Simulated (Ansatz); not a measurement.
Computed with Ansatz on PBE0-D4/def2-TZVP structures; ΔE is electronic, products minus reactants. CCSD(T)/CBS is the MP2 limit (def2-TZVPP, def2-QZVPP) plus CCSD(T) − MP2 in def2-TZVPP, frozen cores. This one scheme is used for every species. For Ti outer-core shells are correlated without core-valence functions, which leaves a few kJ/mol of doubt a bond. Scalar relativity is left out up to krypton. Each species was taken in one conformer, which may not be the lowest.

Reaction (formal hydrolysis of a Ti–Cl bond): `[F][Ti]([SH])([Cl])[Cl]` + H₂O → `[OH][Ti]([F])([SH])[Cl]` + HCl

`[F][Ti]([SH])([Cl])[Cl]`:

```xyz
6

F     1.312    0.249    1.208
Ti    0.059    0.463    0.026
S    -0.974   -1.531   -0.241
Cl   -1.461    1.883    0.647
Cl    0.939    1.094   -1.862
H     0.126   -2.158    0.222
```

H₂O:

Cartesian coordinates in Å:
```
O -0.373 0.110 -0.014
H 0.384 0.645 0.233
H -0.010 -0.755 -0.219
```

`[OH][Ti]([F])([SH])[Cl]`:

```xyz
7

O     0.550    0.585    1.529
Ti    0.067   -0.291    0.091
F    -1.367   -1.260    0.334
S    -0.391    1.330   -1.439
Cl    1.678   -1.594   -0.640
H     0.327    0.816    2.431
H    -0.864    0.413   -2.306
```

HCl:

Z-matrix (Å, degrees):
```
Cl
H 1 1.279
```

| level | ΔE (kJ/mol) |
| --- | --- |
| MP2/def2-TZVPP | 23.8 |
| CCSD/def2-TZVPP | 8.2 |
| MP2/def2-QZVPP | 27.5 |
| SCS-MP2/def2-QZVPP | 21.1 |

Problem. What does CCSD(T)/CBS give? (An estimate is asked.)

Solution. Ansatz gave: +19.7 kJ/mol. The listed levels differ from it by 4.1, -11.5, 7.8, 1.4 kJ/mol.

Largest T1 diagnostic among the species: 0.026, so the coupled-cluster value is less sure than usual.

In def2-TZVPP, CCSD(T) changes the Hartree–Fock value by +8.8 kJ/mol (the triples alone add +5.9 kJ/mol) and MP2 by +18.4 kJ/mol.
